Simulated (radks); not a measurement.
Values are calculated unless marked as measured or tabulated.
Problem. Mean orbital radii <r> (bohr) of the krypton ion Kr3+, [Ar] 3d10 4s2 4p3, of relativity; Dirac values are averaged over j with weights 2j + 1. Spin-unpolarised spherical Kohn-Sham, PBE, point nucleus unless stated (finite: rms radius 4.1884 fm), a radial shooting solver on a logarithmic mesh with Libxc functionals. A level marked "c x" has the speed of light scaled by that factor and shares open shells by 2j + 1; other Dirac levels either fill j = l - 1/2 first or share by 2j + 1.

| shell | non-rel. |
|---|---|
| 1s | 0.04245 |
| 2s | 0.1878 |
| 2p | 0.1619 |
| 3s | 0.5411 |
| 3p | 0.5447 |
| 3d | 0.5516 |
| 4s | 1.490 |
| 4p | 1.671 |
| 4d (empty) | 2.317 |
| 5s (empty) | 3.396 |

Give the values at the level "Dirac, c x 3".

Solution. 
shell       Dirac, c x 3  change of magnitude (%)
1s               0.04235                    -0.25
2s                0.1873                    -0.27
2p                0.1617                    -0.13
3s                0.5399                    -0.23
3p                0.5442                    -0.10
3d                0.5518                    +0.04
4s                 1.487                    -0.18
4p                 1.670                    -0.05
4d (empty)         2.319                    +0.08
5s (empty)         3.392                    -0.12
